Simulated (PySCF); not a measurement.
Input for PySCF: R-M06-2X/def2-TZVPP on H2 (SMILES [H][H]).

```python
from pyscf import gto, dft

mol = gto.M(
    atom='''
    H     0.00000000    0.00000000    0.37198582
    H    -0.00000000   -0.00000000   -0.37198582
    ''',
    basis='def2-tzvpp',
    charge=0, spin=0, verbose=4, max_memory=1800)
mf = dft.RKS(mol, xc='m062x').density_fit(auxbasis='def2-universal-jkfit')
mf.grids.level = 4
mf.conv_tol = 1e-9
mf.max_cycle = 150
mf.kernel()
mf.dip_moment()
```

Task: What total energy does the run end on?

Result: -1.1689 hartree.
